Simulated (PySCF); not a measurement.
# Simulated absorption spectrum

Compound: C₄H₈F₂Si.
InChI=1S/C4H8F2Si/c5-3-1-2-7-4(3)6/h3-4H,1-2,7H2/t3-,4+/m1/s1

Method: TDDFT CAM-B3LYP/def2-SVPD, vertical, gas phase, core orbitals frozen in the response in PySCF. Isolated species at its GFN2-xTB geometry (one conformer only).

Computed states:

```
state  E (eV)       f
   S1    7.36   0.022
   S2    7.59  0.0052
   S3    7.95   0.085
   S4    8.28   0.055
   S5    8.46   0.013
   S6    8.50  0.0096
   S7    8.62   0.023
   S8    8.73   0.021
```

Each state is given a Gaussian of 0.3 eV full width at half maximum, with ε(max) = 2.175×10⁸ f / Δν̃ (Δν̃ the width in cm⁻¹). The width is an assumption, not a result. The curve ends short of the highest state used, and states not computed would add to its high-energy end.

Question: What does the envelope look like, and where are its maxima?

Answer: 
λ (nm), ε (L mol⁻¹ cm⁻¹) and a bar:
```
    152.4       5493 #####################
    153.1       5895 ######################
    153.7       6447 ########################
    154.3       7067 ###########################
    154.9       7596 #############################
    155.6       7898 ##############################
    156.2       7778 ##############################
    156.8       7291 ############################
    157.4       6498 #########################
    158.1       5336 ####################
    158.7       4287 ################
    159.3       3309 #############
    159.9       2483 #########
    160.6       1758 #######
    161.2       1343 #####
    161.8       1095 ####
    162.4        983 ####
    163.1        982 ####
    163.7       1062 ####
    164.3       1195 #####
    164.9       1364 #####
    165.6       1582 ######
    166.2       1764 #######
    166.8       1919 #######
    167.4       2027 ########
    168.1       2073 ########
    168.7       2032 ########
    169.3       1921 #######
    169.9       1749 #######
    170.6       1494 ######
    171.2       1254 #####
    171.8       1014 ####
    172.4        790 ###
    173.1        564 ##
    173.7        407 ##
    174.3        283 #
    174.9        191 #
    175.6        115 
    176.2         72 
    176.8         44 
    177.4         26 
    178.1         13 
    178.7          7 
    179.3          4
```

Maxima: 168 nm (7.38 eV), ε about 2100, made up of S1 (94%); 156 nm (7.96 eV), ε about 7900, made up of S3 (97%) (ε in L mol⁻¹ cm⁻¹; maxima over ε = 5, shares over 10%).

Question: What would ε be at 7.96 eV, the highest of these maxima, with half the width (0.15 eV)?

Answer: About 15300 L mol⁻¹ cm⁻¹ against 7900, a factor of about 1.9; a lone state at its own centre would give exactly 2.

Question: Coming from long wavelengths, where does ε first pass 100 L mol⁻¹ cm⁻¹?

Answer: At about 176 nm (7.05 eV), 0.31 eV below S1.
